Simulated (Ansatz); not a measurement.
Reaction (redistribution): `[F][GeH]` + `[MgH][N]([SiH3])[SiH3]` → `[F][Ge][N]([SiH3])[SiH3]` + `[MgH2]`

Program: Ansatz. Geometries: PBE0-D4/def2-TZVP. ΔE: electronic, gas phase. CCSD(T)/CBS adds triple-zeta CCSD(T) − MP2 to the extrapolated MP2 energy (def2 sets, frozen cores). Functionals use def2-TZVPP. HSE06 is defined as in plane-wave codes. For Ge, Mg outer-core shells are correlated without core-valence functions, which leaves a few kJ/mol of doubt a bond. Scalar relativity is left out up to krypton. One conformer a species, not always the lowest.

`[F][GeH]`:

Z-matrix (Å, degrees):
```
Ge
F 1 1.757
H 1 1.609 2 94.2
```

`[MgH][N]([SiH3])[SiH3]`:

```xyz
11

Mg   -1.202   -1.643    0.493
N    -0.096   -0.131    0.039
Si   -0.123    0.381   -1.590
Si    0.814    0.564    1.307
H    -2.171   -2.967    0.891
H    -1.063   -0.533   -2.322
H     1.201    0.291   -2.271
H    -0.622    1.774   -1.776
H     0.465    1.986    1.589
H     0.510   -0.225    2.547
H     2.288    0.503    1.092
```

`[F][Ge][N]([SiH3])[SiH3]`:

Z-matrix (Å, degrees):
```
Si
N 1 1.740
H 1 1.490 2 107.0
H 1 1.486 2 111.4 3 -119.3
H 1 1.486 2 111.4 3 119.3
Ge 2 1.842 1 119.4 3 -0.0
Si 2 1.755 1 119.7 3 -180.0
F 6 1.772 2 94.4 1 -179.9
H 7 1.482 2 111.6 1 117.9
H 7 1.482 2 111.6 1 -118.3
H 7 1.490 2 106.0 1 -0.2
```

`[MgH2]`:

```xyz
3

Mg    0.000    0.000    0.000
H     0.329   -1.669   -0.100
H    -0.330    1.669    0.100
```

```tsv
level	ΔE (eV)
B97M-V	-0.27
BHLYP-D4	-0.18
PBE	-0.15
revPBE	-0.08
BLYP	-0.10
HSE06	-0.12
LC-ωPBE	-0.10
MP2/def2-SVP	-0.19
```

(1) What does CCSD(T)/CBS give? (Estimate.)

Largest T1 diagnostic among the species: 0.014.

Answers

(1) Computed: -0.11 eV. The listed levels differ from it by -0.16, -0.07, -0.04, 0.03, 0.01, -0.01, 0.01, -0.08 eV.

In def2-TZVPP, CCSD(T) changes the Hartree–Fock value by −0.13 eV (the triples alone add −0.04 eV) and MP2 by −0.16 eV. Leaving LDA and LC-ωPBE aside and taking each functional with its dispersion term where it has one, the values, not all of them listed here, spread over 0.13 eV, from B97M-V to B2PLYP. LDA lies −0.15 eV from PBE without D4. The D4 term adds −0.11 eV with B3LYP and −0.05 eV with PBE0; it sums over pairs of atoms, weighted by their polarisabilities, and B3LYP, whose exchange is more repulsive, gets the larger term.

B3LYP here is the variant with VWN-RPA as its local correlation; programs differ in this.
